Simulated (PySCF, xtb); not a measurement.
C₃H₆ClFSi, SMILES C/C(Cl)=C/[SiH2]F.

GFN2-xTB (xtb 6.7.1) at its own geometry gives an orbital gap of 4.18 eV and a dipole moment of 1.97 D.

The structure is a stationary point at B3LYP-D3(BJ)/def2-SVP. The structure was generated by enumeration; whether it is a known compound was not checked. Other conformers were not sampled.

**Question.** What does PBE/def2-TZVP in PySCF give? (An estimate is asked for; the answer gives what the named calculation found.)

**Answer.** gap 4.71 eV (levels -6.52 and -1.81 eV), dipole 2.45 D.
